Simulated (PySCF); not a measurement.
**How methods differ on the ionisation energy of Be⁺**

Be⁺ [He] 2s1 (2S) → Be²⁺ 1s2 (1S), as a difference of total energies. All numbers are calculated (PySCF 2.14, the spin-free X2C one-electron Hamiltonian (Gaussian nucleus), in x2c-QZVPPall (7s4p2d1f, 36 functions)). Correlated levels: valence and next inner shell: nothing frozen. The calculations carry no spin-orbit coupling.

| method | ionisation energy (eV) |
| --- | --- |
| UHF | 18.130 |
| LDA | 18.256 |
| PBE | 18.498 |
| PBE0 | 18.459 |
| r2SCAN | 18.183 |
| PW91 | 18.545 |
| HSE06 | 18.453 |
| BHandHLYP | 18.503 |
| r2SCANh | 18.200 |
| MP2 (valence and next inner shell) | 18.168 |
| SCS-MP2 (valence and next inner shell) | 18.162 |

Task: How much does correlation contribute at MP2 (valence and next inner shell)?

Result: 18.168 − (18.130) = 0.038 eV, measured against UHF.

Errors of the correlated levels include the incompleteness of this basis.

For comparison: 18.211 eV (measured; NIST Atomic Spectra Database, ionization energies).
